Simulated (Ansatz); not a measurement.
Reaction (redistribution): `O[SiH](O)O` + `O[SiH2]S[SiH3]` → `O[SiH2]S[SiH](O)O` + silanol

Isolated molecules relaxed with PBE0-D4/def2-TZVP in Ansatz; ΔE leaves out vibrations. CCSD(T)/CBS adds triple-zeta CCSD(T) − MP2 to the extrapolated MP2 energy (def2 sets, frozen cores). Functionals use def2-TZVPP. One conformer a species, not always the lowest.

```json
{"species": "`O[SiH](O)O`", "ωB97M-V energy (Eh)": "-517.76217"}
{"species": "`O[SiH2]S[SiH3]`", "ωB97M-V energy (Eh)": "-1056.07432"}
{"species": "`O[SiH2]S[SiH](O)O`", "ωB97M-V energy (Eh)": "-1206.68743"}
{"species": "`O[SiH3]`", "ωB97M-V energy (Eh)": "-367.14241"}
```

Question: Work out ΔE.

Answer: ΔE = (-1206.68743) + (-367.14241) − (-517.76217) − (-1056.07432) = 0.00665 Eh = +4.2 kcal/mol. CCSD(T)/CBS gives +4.5 kcal/mol.

Largest T1 diagnostic among the species: 0.012.

The D4 term adds −1.1 kcal/mol with B3LYP and −0.6 kcal/mol with PBE0; it sums over pairs of atoms, weighted by their polarisabilities, and B3LYP, whose exchange is more repulsive, gets the larger term. In def2-TZVPP, CCSD(T) changes the Hartree–Fock value by −1.9 kcal/mol (the triples alone add −0.5 kcal/mol) and MP2 by −2.3 kcal/mol.

B3LYP here is the variant with VWN-RPA as its local correlation; programs differ in this.
